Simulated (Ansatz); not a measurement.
Ansatz (an electronic-structure program) input:

Ansatz 0.2 input:
```yaml
crystal:
  periodic: [false, false, false]
  atoms:
    - {symbol: C, position_ang: [2.94745426, 0.55237194, -0.42420788]}
    - {symbol: C, position_ang: [2.21987147, -0.74390888, -0.02858675]}
    - {symbol: C, position_ang: [1.14705362, -0.53889055, 0.98349243]}
    - {symbol: C, position_ang: [-0.29165883, -0.74352012, 0.67225388]}
    - {symbol: C, position_ang: [-0.88664115, 0.36172445, -0.24246212]}
    - {symbol: C, position_ang: [-2.31864018, 0.10240025, -0.58679624]}
    - {symbol: C, position_ang: [-3.33909101, 0.88293667, -0.25454617]}
    - {symbol: H, position_ang: [2.25563728, 1.26881653, -0.87031553]}
    - {symbol: H, position_ang: [3.39698505, 1.02612528, 0.45074351]}
    - {symbol: H, position_ang: [3.74352067, 0.35113625, -1.14451972]}
    - {symbol: H, position_ang: [1.79808552, -1.21115785, -0.92382553]}
    - {symbol: H, position_ang: [2.96914097, -1.44842710, 0.35726351]}
    - {symbol: H, position_ang: [1.42240168, -0.09539735, 1.93422302]}
    - {symbol: H, position_ang: [-0.88339309, -0.78337441, 1.58938457]}
    - {symbol: H, position_ang: [-0.43191462, -1.70599509, 0.16309875]}
    - {symbol: H, position_ang: [-0.78734773, 1.33169742, 0.25010447]}
    - {symbol: H, position_ang: [-0.29071485, 0.40584312, -1.15996530]}
    - {symbol: H, position_ang: [-2.51488545, -0.81632211, -1.13528879]}
    - {symbol: H, position_ang: [-3.18966879, 1.80518136, 0.29617450]}
    - {symbol: H, position_ang: [-4.35793551, 0.63319144, -0.52196025]}
basis:
  gaussian:
    orbitals: 6-31G
magnetization: {spin_polarized: true, initial_magnetization: 1}
correlation: {method: ccsd_t, electrons: outside_noble_gas}
```

Task: What final total energy does it print?

Result: -273.18688 Eh (CCSD(T)/6-31G). The basis has 89 functions.

It need not be the lowest isomer of its formula.
